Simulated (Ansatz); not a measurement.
System: C$_{2}$H$_{6}$BrGa (charge 0, singlet). 
Geometry from a B3LYP-D3(BJ)/def2-TZVP (Ansatz, a first-principles code) optimisation:
```
Ga
C 1 1.9690
H 2 1.0896 1 111.97
H 2 1.0909 3 109.29 1 -121.24
H 2 1.0909 3 109.29 4 -117.52
C 1 1.9690 2 132.81 3 0.00
H 6 1.0896 1 111.97 2 0.00
H 6 1.0909 7 109.29 1 121.24
H 6 1.0909 7 109.29 8 117.52
Br 1 2.3420 2 113.59 3 180.00
```
Charge 0, spin multiplicity 1.

Wanted: vertical ionisation energy (to the doublet state of charge +1; each state is the SCF solution reached for its spin; for the doublet T1 is 0.047), in eV. Correlated levels leave the core frozen unless marked. Open shells are spin-unrestricted. No spin-orbit coupling. Frozen are the shells of the preceding noble gas and the d and f shells that filled before the atom's block. Non-relativistic. Basis-set limits of correlation are two-point, X^-3; Hartree-Fock from the larger set. [CCSD(T)-MP2]/basis is that difference in the basis named.

```csv
level,program,vertical ionisation energy (eV)
PBE/def2-TZVPD,Ansatz,9.20
r2SCAN/def2-TZVPD,Ansatz,9.37
BHLYP/def2-TZVPD,Ansatz,9.72
wB97M-V/def2-TZVPD,Ansatz,9.83
B2PLYP/def2-TZVPD,Ansatz,?
SCS-MP2/aug-cc-pVDZ,Ansatz,9.98
CCSD/aug-cc-pVDZ,Ansatz,?
"RI-MP2/CBS(aug-cc-pVTZ,aug-cc-pVQZ)+[CCSD(T)-MP2]/aug-cc-pVTZ",Ansatz,?
```

Task: Fill in the missing entries.

Result: 
- B2PLYP/def2-TZVPD, vertical ionisation energy (eV): 9.63
- CCSD/aug-cc-pVDZ, vertical ionisation energy (eV): 9.82
- RI-MP2/CBS(aug-cc-pVTZ,aug-cc-pVQZ)+[CCSD(T)-MP2]/aug-cc-pVTZ, vertical ionisation energy (eV): 10.06
